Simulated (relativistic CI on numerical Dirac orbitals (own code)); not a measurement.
**Radial parameters of Ag XXXIII**

These numbers are calculated, not measured: Dirac-Coulomb-Breit CI, separate exchange-only KLI orbitals for each configuration, QED by a radiative potential, unscaled Slater integrals (own radial code, finite nucleus).

Slater integrals F^k, G^k are unscaled and averaged over j, outside the closed core [Ne]; ζ comes from projecting the Hamiltonian with its Breit term on Σ l·s of the shell.

- 3s2.3p3: F^2(3p,3p) = 311670, ζ(3p) = 224940 cm⁻¹; <r>(3p) = 0.3179, <r^2>(3p) = 0.1165 (bohr units).
- 3s.3p4: F^2(3p,3p) = 311440, G^1(3s,3p) = 393150, ζ(3p) = 224820 cm⁻¹; <r>(3s) = 0.3277, <r^2>(3s) = 0.1222, <r>(3p) = 0.3181, <r^2>(3p) = 0.1167 (bohr units).
- 3s2.3p2.3d: F^2(3p,3p) = 311310, ζ(3p) = 224610, F^2(3p,3d) = 312860, G^1(3p,3d) = 330060, G^3(3p,3d) = 221940, ζ(3d) = 28732 cm⁻¹; <r>(3p) = 0.3182, <r^2>(3p) = 0.1168, <r>(3d) = 0.282, <r^2>(3d) = 0.09185 (bohr units).

Averages of the first 10 configurations, taken without configuration mixing, which lowers the lowest level and can move excited configurations by several eV; other configurations of the list can lie among them:

| Configuration | Parity | States | Average energy above the lowest level (eV) |
| --- | --- | --- | --- |
| 3s2.3p3 | odd | 20 | 48.1 |
| 3s.3p4 | even | 30 | 172.8 |
| 3s2.3p2.3d | even | 150 | 199.3 |
| 3p5 | odd | 6 | 310.9 |
| 3s.3p3.3d | odd | 400 | 318.2 |
| 3p4.3d | even | 150 | 450.6 |
| 3s.3p2.3d2 | even | 1350 | 468.8 |
| 3s2.3p.3d.4p | even | 360 | 1126.4 |
| 3p4.4s | even | 30 | 1179.9 |
| 3s.3p2.3d.4s | even | 600 | 1190.6 |
